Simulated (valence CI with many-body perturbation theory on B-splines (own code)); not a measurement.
**E1 transitions of Pb51+**

Calculated by valence CI with perturbative core correlation (CI+MBPT): three valence electrons over a frozen Dirac-Fock core [Ar] 3d10, radial functions for each j: 11 s, 11 p, 9 d, 7 f, 5 g, 2 h, 1 i, with the one-electron correlation potential Σ1 (screened to all orders), the two-electron term Σ2, the three-electron term Σ3, Breit, model QED; selected single and double excitations, second order for the rest (own B-spline code, finite nucleus).

The last digits are not significant, and no measured levels were compared; by estimate large intervals hold to a few tenths of a per cent, small ones and those within an open d or f shell to about a per cent.

Lines 51 to 100 of 263 in falling wavelength, among levels below 6633.3 × 10³ cm⁻¹, chosen from the strongest by gf and those to the six lowest levels. Wavelengths and rates use the calculated energies. Electric multipoles are in the length gauge, E1 and E2 with the static RPA response of the core. Weak lines are less certain than strong ones. Lines between different terms over intervals too small for the method are left out, as are lines whose strength nearly cancels. The highest levels of a list are the least certain.

Levels are named by their leading jj configuration (3d3/2^4 stands for four electrons in 3d with j = 3/2), which in mixed levels can hold well under half, so a name can repeat and another be missing. Letters in brackets count levels of one name in rising energy.

```tsv
λ vac (Å)	Upper	Lower	A (s⁻¹)	S (a.u.)
90.13	(4p1/2 4p3/2 4d3/2) J=3/2 [b]	(4s 4p3/2 4d3/2) J=5/2 [a]	4.08e+10	5.89e-02
87.66	(4p1/2^2 4p3/2) J=3/2	(4s 4p1/2 4p3/2) J=3/2 [a]	2.16e+10	2.87e-02
78.76	(4s 4p1/2 4d3/2) J=3/2 [a]	(4s 4p1/2 4p3/2) J=3/2 [b]	2.28e+10	2.20e-02
74.53	(4s 4p1/2 4d3/2) J=5/2	(4s 4p1/2 4p3/2) J=3/2 [b]	3.08e+09	3.77e-03
73.85	(4p1/2 4p3/2 4d3/2) J=5/2 [a]	(4p1/2 4p3/2^2) J=5/2	3.43e+10	4.09e-02
72.44	(4s 4p1/2 4d3/2) J=3/2 [a]	(4s 4p1/2 4p3/2) J=5/2	7.79e+09	5.85e-03
70.01	(4p1/2^2 4d3/2) J=3/2	(4p1/2^2 4p3/2) J=3/2	5.18e+10	3.51e-02
68.85	(4s 4p1/2 4d3/2) J=5/2	(4s 4p1/2 4p3/2) J=5/2	3.27e+10	3.16e-02
68.46	(4s 4p1/2 4d3/2) J=3/2 [a]	(4s 4p1/2 4p3/2) J=3/2 [a]	8.60e+09	5.45e-03
68.34	(4s 4p1/2 4d3/2) J=1/2	(4s 4p1/2 4p3/2) J=3/2 [b]	3.67e+09	1.16e-03
67.60	(4s 4p1/2 4d3/2) J=3/2 [b]	(4s 4p1/2 4p3/2) J=3/2 [b]	1.19e+10	7.23e-03
65.24	(4s 4p1/2 4d3/2) J=5/2	(4s 4p1/2 4p3/2) J=3/2 [a]	1.86e+09	1.53e-03
65.16	(4s^2 4d3/2) J=3/2	(4s^2 4p3/2) J=3/2	1.31e+10	7.16e-03
62.90	(4s 4p1/2 4d3/2) J=3/2 [b]	(4s 4p1/2 4p3/2) J=5/2	1.64e+09	8.04e-04
61.20	(4s 4p1/2 4d5/2) J=5/2 [a]	(4s 4p1/2 4p3/2) J=3/2 [b]	5.46e+09	3.71e-03
60.73	(4s 4p1/2 4f7/2) J=5/2	(4s 4p1/2 4d5/2) J=3/2	2.51e+11	1.66e-01
60.61	(4s 4p3/2 4d5/2) J=3/2 [a]	(4s 4p3/2^2) J=3/2	1.10e+11	4.83e-02
60.59	(4s 4p1/2 4f7/2) J=7/2 [b]	(4s 4p1/2 4d5/2) J=5/2 [b]	1.90e+11	1.67e-01
60.45	(4s 4p1/2 4d3/2) J=1/2	(4s 4p1/2 4p3/2) J=3/2 [a]	1.10e+10	2.39e-03
60.18	(4s 4p1/2 4f7/2) J=5/2	(4s 4p1/2 4d5/2) J=5/2 [b]	4.88e+10	3.15e-02
59.87	(4s 4p1/2 4d3/2) J=3/2 [b]	(4s 4p1/2 4p3/2) J=3/2 [a]	2.60e+10	1.10e-02
59.82	(4s^2 4f7/2) J=7/2	(4s^2 4d5/2) J=5/2	2.34e+11	1.98e-01
59.53	(4s 4p1/2 4f7/2) J=7/2 [a]	(4s 4p1/2 4d5/2) J=5/2 [a]	2.36e+11	1.97e-01
59.28	(4s 4p1/2 4f7/2) J=9/2	(4s 4p1/2 4d5/2) J=7/2	2.02e+11	2.07e-01
58.62	(4s 4p1/2 4f7/2) J=7/2 [b]	(4s 4p1/2 4d5/2) J=7/2	4.36e+10	3.47e-02
58.02	(4p1/2 4p3/2 4d5/2) J=3/2 [a]	(4p1/2 4p3/2^2) J=3/2	1.91e+11	7.38e-02
57.90	(4p1/2 4p3/2 4d5/2) J=5/2 [a]	(4p1/2 4p3/2^2) J=5/2	1.90e+11	1.09e-01
57.47	(4s 4p1/2 4d5/2) J=3/2	(4s 4p1/2 4p3/2) J=1/2	2.89e+11	1.08e-01
57.33	(4s 4p1/2 4d5/2) J=5/2 [b]	(4s 4p1/2 4p3/2) J=3/2 [b]	2.76e+11	1.54e-01
57.31	(4s 4p1/2 4d5/2) J=5/2 [a]	(4s 4p1/2 4p3/2) J=5/2	1.55e+10	8.65e-03
56.84	(4s 4p1/2 4d5/2) J=3/2	(4s 4p1/2 4p3/2) J=3/2 [b]	9.57e+10	3.47e-02
56.37	(4p1/2^2 4d5/2) J=5/2	(4p1/2^2 4p3/2) J=3/2	3.41e+11	1.81e-01
56.28	(4s 4p3/2 4d5/2) J=5/2 [a]	(4s 4p3/2^2) J=5/2	3.32e+11	1.75e-01
56.12	(4p1/2 4p3/2 4d5/2) J=3/2 [b]	(4p1/2 4p3/2^2) J=1/2	3.87e+11	1.35e-01
55.94	(4p1/2 4p3/2 4d5/2) J=1/2	(4p1/2 4p3/2^2) J=1/2	5.78e+11	9.99e-02
55.67	(4s 4p3/2 4d5/2) J=1/2	(4s 4p3/2^2) J=1/2	6.23e+11	1.06e-01
55.57	(4s 4p1/2 4d5/2) J=7/2	(4s 4p1/2 4p3/2) J=5/2	3.68e+11	2.49e-01
55.53	(4s 4p3/2 4d5/2) J=3/2 [b]	(4s 4p3/2^2) J=3/2	7.85e+10	2.65e-02
55.43	(4s^2 4d5/2) J=5/2	(4s^2 4p3/2) J=3/2	4.55e+11	2.29e-01
54.91	(4p1/2 4p3/2 4d5/2) J=7/2 [b]	(4p1/2 4p3/2^2) J=5/2	7.48e+11	4.89e-01
54.79	(4s 4p1/2 4d5/2) J=5/2 [a]	(4s 4p1/2 4p3/2) J=3/2 [a]	4.85e+11	2.36e-01
54.62	(4p1/2 4p3/2 4d5/2) J=5/2 [b]	(4p1/2 4p3/2^2) J=5/2	1.27e+11	6.11e-02
54.61	(4s 4p3/2 4d5/2) J=3/2 [a]	(4s 4p3/2^2) J=5/2	9.83e+10	3.16e-02
54.58	(4s 4p3/2 4d5/2) J=3/2 [b]	(4s 4p3/2^2) J=1/2	4.76e+11	1.53e-01
54.57	(4s 4p1/2 4f5/2) J=5/2 [b]	(4s 4p1/2 4d3/2) J=3/2 [b]	1.78e+11	8.58e-02
54.55	(4s 4p3/2 4d5/2) J=5/2 [b]	(4s 4p3/2^2) J=3/2	9.65e+11	4.64e-01
54.53	(4s 4p3/2 4d5/2) J=7/2 [a]	(4s 4p3/2^2) J=5/2	3.82e+11	2.44e-01
54.36	(4p1/2 4p3/2 4d5/2) J=5/2 [b]	(4p1/2 4p3/2^2) J=3/2	9.58e+11	4.56e-01
54.34	(4s 4p1/2 4f5/2) J=3/2	(4s 4p1/2 4d3/2) J=3/2 [b]	9.51e+10	3.01e-02
54.06	(4p1/2 4p3/2 4d5/2) J=3/2 [b]	(4p1/2 4p3/2^2) J=5/2	8.16e+10	2.55e-02
```
